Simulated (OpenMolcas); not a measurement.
An OpenMolcas run meant for Ir+ (ANO-RCC-VTZP, DKH3; inactive shells 1s 2s 2p 3s 3p 3d 4s 4p 4d 4f 5s 5p; intended active space 8 electrons in 6 orbitals (5d 6s)). One step of its input:

```
&CASPT2
Multistate=15 1 2 3 4 5 6 7 8 9 10 11 12 13 14 15
Frozen=14 16
IPEA=0.25
Imaginary=0.1
MaxIter=60
WThr=0.0 0.3 0.05
PrWF=0.5
NoMix
Shift=0.2
Sig2=0.3
```

Lines from the output:

```
|
   --------------------------------------------------------------------------------------
++ ---------   Input file   ---------
>>> COPY JOB001 $Project.JobIph
&CASPT2
Multistate=15 1 2 3 4 5 6 7 8 9 10 11 12 13 14 15
Frozen=14 16
IPEA=0.25
Imaginary=0.1
MaxIter=60
WThr=0.0 0.3 0.05
PrWF=0.5
NoMix
Shift=0.2
Sig2=0.3
-- ----------------------------------
>>> COPY JOB001 a.JobIph
*** symbolic link created: INPORB -> a.RasOrb
--- Start Module: caspt2 at  ---
()()()()()()()()()()()()()()()()()()()()()()()()()()()()()()()()()()()()()()()()()()()()()()()()()()
                                              &CASPT2
                                   only a single process is used
                       available to each process: 2.3 GB of memory, 1 thread
()()()()()()()()()()()()()()()()()()()()()()()()()()()()()()()()()()()()()()()()()()()()()()()()()()
 ###    ERROR: More than one intruder-state removal technique                ###
 ###    active: SHIFt/IMAGinary/SIG1/SIG2 are mutually exclusive!            ###
--- Stop Module: caspt2 at  /rc=_RC_INPUT_ERROR_ ---
.####################.
.# User input error #.
.####################.
```

**Question.** What is wrong with the input?

**Answer.** More than one intruder-state remedy is switched on.
